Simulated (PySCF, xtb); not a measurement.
TiF2I2, SMILES [Ti]([F])([I])([I])[F], multiplicity 1.

Harmonic wavenumbers (cm⁻¹) from GFN2-xTB run with xtb at its own minimum, in rising order: 61, 128, 130, 144, 145, 270, 346, 592, 676.

Task: What does B3LYP-D3(BJ)/def2-SVP run with PySCF give at its own minimum? (The exact figures need the calculation; the answer reports its results.)

Result: 65, 133, 137, 146, 176, 274, 351, 787, 831. Paired by order, the mean absolute difference is 45 cm⁻¹ and the zero-point energies are 3.6 and 4.1 kcal/mol.
